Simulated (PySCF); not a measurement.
SMILES CSC[Si](C)(C)C (C₅H₁₄SSi), GFN2-xTB optimised geometry.

```
21

C      2.43    -1.75     0.00
S      0.61    -1.75     0.00
C      0.32     0.05     0.00
Si    -1.56     0.44     0.01
C     -2.32    -0.31     1.59
C     -1.74     2.34     0.01
C     -2.34    -0.32    -1.54
H      2.79    -1.24    -0.89
H      2.74    -2.79     0.00
H      2.79    -1.25     0.89
H      0.81     0.45    -0.89
H      0.82     0.45     0.88
H     -3.39    -0.17     1.61
H     -1.91     0.15     2.49
H     -2.11    -1.37     1.65
H     -2.79     2.61     0.02
H     -1.29     2.78    -0.87
H     -1.27     2.79     0.88
H     -2.14    -1.39    -1.60
H     -1.95     0.14    -2.45
H     -3.42    -0.19    -1.55
```

Density from CAM-B3LYP/def2-SVP run with PySCF at that geometry.

Minimum of the electron density along straight lines between bonded atoms, close to the bond critical point (lines longer than 1.1 times the sum of covalent radii, or with two minima, are not listed):

```tsv
bond	length / Å	ρ at the minimum / e bohr⁻³	∇²ρ there / e bohr⁻⁵	position (fraction from the first atom)
C1–S2	1.817	0.182	…	0.47
S2–C3	1.820	0.179	-0.31	0.54
C3–Si4	1.919	0.107	0.32	0.62
Si4–C5	1.905	0.111	0.31	0.38
Si4–C6	1.908	0.110	0.31	0.38
Si4–C7	1.905	0.111	0.31	0.38
C1–H8	1.087	0.279	-1.06	0.64
C1–H9	1.085	0.279	-1.07	0.64
C1–H10	1.087	0.279	-1.06	0.64
C3–H11	1.089	0.274	-1.00	0.63
C3–H12	1.089	0.274	-1.00	0.63
C5–H13	1.086	0.272	-0.98	0.63
C5–H14	1.086	0.272	-0.98	0.63
C5–H15	1.086	0.273	-0.99	0.63
C6–H16	1.085	0.272	-0.98	0.63
C6–H17	1.085	0.272	-0.98	0.63
C6–H18	1.085	0.272	-0.98	0.63
C7–H19	1.086	0.273	-0.99	0.63
C7–H20	1.086	0.271	-0.98	0.63
C7–H21	1.086	0.272	-0.98	0.63
```

Q: Complete the blanks.

A: 
- C1–S2, ∇²ρ there / e bohr⁻⁵: -0.34
